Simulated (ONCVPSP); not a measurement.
**Transferability test, ONCV potential for oxygen**

* Element: oxygen (O)
* Generator: ONCVPSP 4.0.1
* Type: optimised norm-conserving Vanderbilt (ONCV)
* Functional: PBE
* Relativity: non-relativistic
* Frozen core: [He]
* Valence charge: 6
* Reference configuration: 2s1 2p5
* Partial waves: 2s: rc 0.70 bohr, ncon 5, nbas 10, qcut 9.1 1/bohr, local; 2p: rc 2.20 bohr, ncon 4, nbas 8, qcut 5.8 1/bohr, 2 projectors, debl 3.3 Ha
* Local potential: the s channel
* Core correction: Teter function fitted to the true core (icmod 2), fcfact 0.4

Energies are relative to the spin-unpolarised reference configuration 2s1 2p5; without spin polarisation the order of configurations can differ from experiment.

**Question.** Give the all-electron excitation energy and the error of the potential for: 2s2 2p4; 2s2 2p3; 2s2 2p2; 2s2 2p0.

**Answer.**

```csv
valence configuration,charge,ΔE all-electron (eV),error AE − PS (meV)
2s2 2p4,0,-14.896,-53
2s2 2p3,+1,1.543,+435
2s2 2p2,+2,35.136,+2052
2s2 2p0,+4,165.909,+13034
```
